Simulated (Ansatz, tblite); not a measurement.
Spin states of Sn₁₇AsH₂₈⁻, each relaxed with PBE-D4/def2-SVP in Ansatz. Electronic energies in the gas phase.

In the def2 sets Sn takes a core potential; there is no spin–orbit coupling. The xTB rows come from tblite. Correlated methods freeze 77 core orbitals; core or outer-core shells of Sn, As are correlated, in sets that lack core-valence functions. Single mean-field runs in def2-SVP are fitted with def2-universal-jkfit.

Singlet geometry:

```csv
atom,x (Å),y (Å),z (Å)
Sn1,4.280,-1.174,1.331
Sn2,3.487,3.276,1.413
Sn3,1.015,-3.446,-1.551
As4,1.118,0.082,-0.702
Sn5,-3.030,-3.384,-2.849
Sn6,-1.529,-3.243,-0.358
Sn7,-1.827,1.134,-3.704
Sn8,0.497,-0.115,3.723
Sn9,-2.607,1.398,0.914
Sn10,0.100,4.550,-1.294
Sn11,3.387,-3.485,-0.022
Sn12,2.224,0.755,1.634
Sn13,1.601,5.315,0.961
Sn14,0.156,-2.825,2.729
Sn15,-0.782,1.867,-1.174
Sn16,-3.885,-0.795,-3.607
Sn17,-3.200,-1.363,0.918
Sn18,-1.442,1.934,3.426
H19,5.021,-1.691,2.822
H20,5.602,-0.552,0.365
H21,4.588,3.316,0.059
H22,4.460,3.673,2.808
H23,1.111,-2.411,-2.947
H24,0.882,-5.066,-2.234
H25,2.172,0.798,-1.574
H26,-2.197,-3.949,-4.284
H27,-4.521,-4.308,-2.861
H28,-1.910,-4.803,0.334
H29,-0.493,0.597,-4.690
H30,-2.392,2.596,-4.479
H31,1.417,0.416,5.131
H32,-4.105,2.235,0.579
H33,1.118,4.740,-2.698
H34,-1.250,5.624,-1.561
H35,4.609,-3.965,-1.185
H36,3.249,-4.841,1.058
H37,2.327,6.886,0.714
H38,0.540,5.486,2.326
H39,1.928,-2.978,3.045
H40,-0.313,-3.448,4.341
H41,-5.038,-0.129,-2.481
H42,-4.687,-0.705,-5.159
H43,-4.779,-1.628,0.207
H44,-3.330,-1.895,2.574
H45,-0.835,3.571,3.399
H46,-2.735,1.950,4.603
```

Triplet geometry:

Cartesian coordinates in Å:
```
Sn -3.3805 -3.1270 -0.6794
Sn -4.6816 1.1625 -0.0859
Sn 0.9766 -4.1586 0.7837
As -0.6405 -0.4228 1.2349
Sn 3.8174 -1.9454 1.9651
Sn 2.3414 -1.8726 -0.7378
Sn 1.8934 2.0367 3.5305
Sn -1.2217 0.0821 -3.2167
Sn 1.7350 2.6990 -1.0972
Sn -1.7586 4.0151 1.7758
Sn -1.3748 -5.1077 -0.5010
Sn -2.4508 -0.4493 -0.7300
Sn -3.9785 3.8818 0.0512
Sn 0.7595 -1.9505 -3.2986
Sn 0.2475 2.0930 1.2286
Sn 4.2881 0.6215 3.0821
Sn 3.6746 0.6813 -1.5955
Sn -0.2075 2.7107 -3.1396
H -4.4143 -3.3836 -2.0637
H -4.4464 -3.2795 0.6965
H -5.3029 0.7139 1.4800
H -6.0031 0.9132 -1.1967
H 0.3707 -3.6848 2.3564
H 1.9334 -5.6008 1.1211
H -1.7194 -0.0934 2.2998
H 3.0576 -2.8063 3.2938
H 5.4045 -2.7003 1.8491
H 3.5997 -2.9289 -1.4231
H 0.9955 1.2846 4.8221
H 2.2113 3.6596 4.0923
H -2.5050 -0.0351 -4.4060
H 2.3115 4.3340 -0.8356
H -2.3699 3.7649 3.3919
H -1.0822 5.6248 1.7898
H -2.1117 -6.4525 0.3511
H -1.0985 -5.7138 -2.1094
H -5.2928 4.8923 0.6009
H -3.5507 4.4654 -1.5277
H -0.2286 -3.4011 -3.4104
H 1.5476 -1.8747 -4.8727
H 5.2635 1.6218 2.0431
H 5.1690 0.5551 4.5943
H 5.0902 1.2046 -0.6938
H 4.1375 0.9584 -3.2769
H -1.4811 3.8658 -2.8506
H 0.4755 3.1469 -4.6859
```

⟨S²⟩: triplet 2.01 at PBE0-D4/def2-SVP (pure 2.00).

Only these spin states were relaxed. The triplet has other bonds than the singlet, so the gap mixes isomer and spin.

Q: Estimate which spin state lies lowest at each of these levels, and by how much: GFN1-xTB; GFN2-xTB; PBE-D4/def2-SVP; r2SCAN-D4/def2-SVP; B97M-V/def2-SVP; PBE0-D4/def2-SVP; B2PLYP/def2-SVP.

A: 
| level | triplet − singlet (kcal/mol) | lowest of these |
| --- | --- | --- |
| GFN1-xTB | 22.3 | singlet |
| GFN2-xTB | 23.6 | singlet |
| PBE-D4/def2-SVP | 25.7 | singlet |
| r2SCAN-D4/def2-SVP | 25.7 | singlet |
| B97M-V/def2-SVP | 28.7 | singlet |
| PBE0-D4/def2-SVP | 29.4 | singlet |
| B2PLYP/def2-SVP | 28.9 | singlet |

Change of the triplet − singlet gap on mixing in exact exchange, in kcal/mol: PBE to PBE0 (25 % exact exchange) 3.7. The xTB methods have no spin-polarisation term.
